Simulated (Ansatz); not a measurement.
System: GaH$_{2}$, charge 1, singlet. GaH2+ (SMILES [GaH2+]).
B3LYP-D3(BJ)/def2-TZVP minimum from Ansatz (a first-principles code):
```
Ga
H 1 1.5293
H 1 1.5293 2 180.00
```
Charge +1, spin multiplicity 1.

Total energies in cc-pVQZ, 4 correlated electrons, 14 frozen orbitals. Radicals and triplets start from unrestricted determinants; spin-orbit coupling is neglected. Correlated methods leave the cores frozen (noble-gas shells, and filled d and f shells in the p block). No relativity. The spin of H2Ga+ ([GaH2+], singlet) was assumed, and the state is the lowest solution found for it.

```csv
method,program,energy (Eh),error against FCI (mEh)
HF,Ansatz,-1924.16172,78.13
MP2,Ansatz,-1924.22398,15.88
CCSD,Ansatz,-1924.23878,1.07
CCSD(T),Ansatz,-1924.23960,0.25
CCSDT(Q),Ansatz,-1924.23985,0.01
FCI,Ansatz,-1924.23985,0.00
```

Rough core times of Ansatz's runs on a shared machine: CCSD(T) under 20 s, CCSDT(Q) 50 s, FCI 90 s.
